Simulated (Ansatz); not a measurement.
Species: C$_{7}$H$_{14}$OSi, SMILES `O=C[C@@H]1CCCC[C@@H]1[SiH3]` (O–C–C–C torsion 145°) (charge 0, multiplicity 1), formula C7H14OSi.

Q: How many basis functions does frozen-core CCSD(T)/cc-pVDZ // PBE-D3(BJ)/def2-SVP (Ansatz, a program for electronic structure) use, how many core orbitals are frozen, and how many electrons are correlated?

A: 200 basis functions and 13 frozen orbitals, which leaves 52 correlated electrons. Core time is of the order of minutes.
